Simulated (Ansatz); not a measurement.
`F[CH]([AlH2])[SiH3]` + `BN` → `B[NH][AlH2]` + `FC[SiH3]` at 400 K and 1 bar (ligand exchange at the Al–C bond).

Program: Ansatz. Geometries: PBE0-D4/def2-TZVP. ΔE: electronic, gas phase. CCSD(T)/CBS is the MP2 limit (def2-TZVPP, def2-QZVPP) plus CCSD(T) − MP2 in def2-TZVPP, frozen cores. This one scheme is used for every species.

| species | CCSD(T)/CBS energy (Eh) | H − E (kJ/mol) | S (J/(mol·K)) |
| --- | --- | --- | --- |
| `F[CH]([AlH2])[SiH3]` | -672.50092 | 182.4 | 383.8 |
| `BN` | -81.93499 | 142.5 | 243.5 |
| `B[NH][AlH2]` | -324.56557 | 160.0 | 314.9 |
| `FC[SiH3]` | -429.90570 | 165.5 | 311.5 |

H − E and S are ideal-gas, rigid-rotor, harmonic terms from PBE0-D4/def2-TZVP, for one conformer and one mirror image of each species. 1 Eh = 2625.50 kJ/mol, R = 8.31446 J/(mol·K).

Question: By hand: ΔE, ΔH, ΔS and ΔG.

Answer: ΔE = (-324.56557) + (-429.90570) − (-672.50092) − (-81.93499) = -0.03536 Eh = -92.8 kJ/mol. Δ(H − E) = 160.0 + 165.5 − 182.4 − 142.5 = 0.6, so ΔH = -92.2 kJ/mol. ΔS = 314.9 + 311.5 − 383.8 − 243.5 = -0.9 J/(mol·K). ΔG = -92.2 − 400 × (-0.9)/1000 = -91.8 kJ/mol.

Question: By hand: the equilibrium constant, and the temperature at which ΔG would vanish if ΔH and ΔS stayed fixed.

Answer: log₁₀ K = −ΔG/(RT ln 10) = 12.0. ΔG = 0 at ΔH/ΔS = 102444 K, far beyond where these terms or the molecules hold.

The number of gas molecules stays the same, so ΔS is small and ΔH decides. A doubt of 5 kJ/mol in ΔE shifts log₁₀ K by 0.7 here. Other conformers and mirror images would add mixing entropy, several J/(mol·K) or more a flexible species. These are equilibria of isolated gas molecules and say nothing of rates. Largest T1 diagnostic: 0.012 (customary marks: 0.02 for closed shells, 0.045 for open ones).
